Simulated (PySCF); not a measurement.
H4P, SMILES [PH4+], charge +1.

The structure is a stationary point at B3LYP-D3(BJ)/def2-TZVPD. The isomer is the one that the SMILES or the coordinates give; other isomers of the formula were not compared.

Method: TDA-PBE0/def2-TZVPD (PySCF).

Vertical excitations; the highest root listed may be one member of a degenerate set. The molecule is in vacuum. State labels are in the subgroup D2.

Q: List the lowest excited states. (The exact figures need the calculation; the answer reports its results.)

A: 
```json
[
 {"state": "S1", "symmetry": "B3", "energy (eV)": "11.09", "λ (nm)": "112", "f": "0.000", "main pairs": "HOMO−1→LUMO, HOMO−2→LUMO+1 (degenerate set)"},
 {"state": "S2", "symmetry": "B1", "energy (eV)": "11.09", "λ (nm)": "112", "f": "0.000", "main pairs": "HOMO−1→LUMO+2, HOMO→LUMO+1 (degenerate set)"},
 {"state": "S3", "symmetry": "B2", "energy (eV)": "11.09", "λ (nm)": "112", "f": "0.000", "main pairs": "HOMO→LUMO, HOMO−2→LUMO+2 (degenerate set)"},
 {"state": "S4", "symmetry": "A", "energy (eV)": "11.39", "λ (nm)": "109", "f": "0.000", "main pairs": "HOMO−2→LUMO, HOMO→LUMO+2, HOMO−1→LUMO+1 (degenerate set)"},
 {"state": "S5", "symmetry": "A", "energy (eV)": "11.39", "λ (nm)": "109", "f": "0.000", "main pairs": "HOMO−1→LUMO+1, HOMO→LUMO+2 (degenerate set)"},
 {"state": "S6", "symmetry": "A", "energy (eV)": "12.05", "λ (nm)": "103", "f": "0.000", "main pairs": "HOMO−2→LUMO 32 %, HOMO→LUMO+2 32 %, HOMO−1→LUMO+1 32 %"},
 {"state": "S7", "symmetry": "B2", "energy (eV)": "12.12", "λ (nm)": "102", "f": "0.002", "main pairs": "HOMO−1→LUMO+3, HOMO−2→LUMO+2, HOMO→LUMO (degenerate set)"},
 {"state": "S8", "symmetry": "B3", "energy (eV)": "12.12", "λ (nm)": "102", "f": "0.002", "main pairs": "HOMO→LUMO+3, HOMO−2→LUMO+1, HOMO−1→LUMO (degenerate set)"},
 {"state": "S9", "symmetry": "B1", "energy (eV)": "12.12", "λ (nm)": "102", "f": "0.002", "main pairs": "HOMO−2→LUMO+3, HOMO→LUMO+1, HOMO−1→LUMO+2 (degenerate set)"},
 {"state": "S10", "symmetry": "B1", "energy (eV)": "12.83", "λ (nm)": "97", "f": "0.540", "main pairs": "HOMO−2→LUMO+3 34 %, HOMO→LUMO+1 23 %, HOMO−1→LUMO+2 23 %, HOMO−2→LUMO+5 16 %"},
 {"state": "T1", "symmetry": "A", "energy (eV)": "9.74", "λ (nm)": "127", "f": "0", "main pairs": "HOMO−1→LUMO+1 32 %, HOMO→LUMO+2 32 %, HOMO−2→LUMO 32 %"},
 {"state": "T2", "symmetry": "B3", "energy (eV)": "9.92", "λ (nm)": "125", "f": "0", "main pairs": "HOMO−1→LUMO, HOMO−2→LUMO+1, HOMO→LUMO+3 (degenerate set)"},
 {"state": "T3", "symmetry": "B1", "energy (eV)": "9.92", "λ (nm)": "125", "f": "0", "main pairs": "HOMO−1→LUMO+2, HOMO→LUMO+1, HOMO−2→LUMO+3 (degenerate set)"},
 {"state": "T4", "symmetry": "B2", "energy (eV)": "9.92", "λ (nm)": "125", "f": "0", "main pairs": "HOMO→LUMO, HOMO−2→LUMO+2, HOMO−1→LUMO+3 (degenerate set)"}
]
```
Triplets are in the Tamm–Dancoff approximation.
